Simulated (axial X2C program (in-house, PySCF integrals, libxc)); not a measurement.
## What spin–orbit coupling does to PdH⁺

All values were computed with an axial X2C code built on PySCF integrals. Spin-free means the one-electron spin-free X2C Hamiltonian; two-component (2c) means X2C with spin–orbit coupling and atomic mean-field two-electron Coulomb and Gaunt terms, so the difference of the two also holds small scalar two-electron terms. Basis: Pd dyall-cv3z [12s12p8d5f3g], H dyall-v3z [6s2p1d] (cores contracted in-house); Gaussian nuclei, density fitting, unrestricted open shells. Masses: Pd 105.903 u, H 1.008 u.

Spin-free state: M_S = 0, Λ = 0 (closed shell); fragments Pd+ + H.

| level | Re (Å) | ωe (cm⁻¹) | De (eV) | μ (D) |
| --- | --- | --- | --- | --- |
| PBE0 | 1.458 | 2363.7 | 2.137 | 0.11 |
| HF | 1.443 | 2484.1 | 0.082 | -0.39 |
| MP2 | 1.433 | 2480.9 | 2.111 | n/a |
| CCSD | 1.467 | 2268.8 | 2.120 | n/a |
| CCSD(T) | 1.474 | 2202.0 | 2.258 | n/a |
| BLYP | 1.490 | 2206.7 | 2.582 | 0.21 |

Correlated methods: 10 electrons correlated (number of frozen shells: Pd 4 s, 3 p, 1 d; H none), 222 virtual spin orbitals or spinors in MP2, 88 natural virtuals in coupled cluster.

Dipoles are positive if H is the positive end and refer to the centre of mass.

Two-component determinant lowest at the distance of the search:

Ω = 0 (closed shell); fragments Pd+ + H.

```tsv
level	Re (Å)	ωe (cm⁻¹)	μ (D)
PBE0	1.460	2351.2	0.10
HF	1.446	2461.5	-0.41
MP2	1.433	2485.3	n/a
CCSD	1.468	2256.5	n/a
CCSD(T)	1.476	2190.9	n/a
BLYP	1.492	2194.9	0.20
```

(1) From the two tables, how do the constants change at the CCSD(T) level (2c against spin-free)?

Occupations by symmetry block were frozen at the best pattern of an incomplete PBE0 search. Closed shells are restricted here (equal orbitals for both partners); the stretched side of such a curve lies too high. Dissociation energies refer to the lowest single-determinant-based atoms at the same level and basis. De is not given where an atomic determinant may have missed its ground term or J level, or where the truncated virtual space spoils (T). Coupled cluster ran in a truncated set of natural virtual spinors; the MP2 energy of the rest was added. (T) has no such correction and the atoms are truncated less, which lowers De at CCSD(T) by a hundredth of an eV or more. The functionals have no current-density term, which raises determinants with orbital currents, atoms included. The T1 diagnostic is large, a sign of multireference character.

## Answers

(1) At the CCSD(T) level Re goes up by 0.002 Å and ωe goes down by 11.1 cm⁻¹.
